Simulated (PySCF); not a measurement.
**HfOCl₂ + H₂O → HfO₂ + 2 HCl**

Level: PBE0 in the def2-TZVP basis family, computed in PySCF with density fitting; scalar-relativistic core potentials for atoms from Rb on, none lighter, no spin–orbit coupling; open shells unrestricted.

| species | state and structure | E (Eh) | ZPE (kJ/mol) | H(298 K) − H(0) (kJ/mol) | S° (J/(mol K)) |
| --- | --- | --- | --- | --- | --- |
| HfOCl₂ | singlet, Cs, Hf–Cl 2.365 Å (×2), Hf–O 1.742 Å; Cl–Hf–Cl 120.5°, Cl–Hf–O 112.0° (×2) | -1043.49640 | 12.4 | 17.3 | 346.7 |
| H₂O | singlet, C2v, O–H 0.960 Å (×2); H–O–H 105.1° | -76.37736 | 56.5 | 9.9 | 188.7 |
| HfO₂ | singlet, C2v, Hf–O 1.776 Å (×2); O–Hf–O 107.8° | -198.37557 | 12.4 | 11.3 | 276.1 |
| HCl | singlet, C∞v, H–Cl 1.279 Å | -460.66440 | 17.9 | 8.7 | 186.6 |

(1) What is the electronic reaction energy?

(2) Add zero-point, thermal and entropy terms for 298.15 K and 1 bar.

Answers

(1) At PBE0/def2-TZVP, ΔE = 444.7 kJ/mol from the differences of the total energies times 2625.5, uphill. 

(2) ΔZPE = -20.7 and Δ[H(298) − H(0)] = 1.5 kJ/mol give ΔH° = 425.5 kJ/mol. ΔS° = 113.9 J/(mol K), so ΔG° = 425.5 − 298.15 × (0.1139) = 392 kJ/mol.

Spin–orbit coupling can matter for HfOCl₂, HfO₂ and is left out. Each species is the lowest minimum found with this bonding; other isomers or fragments can lie lower.
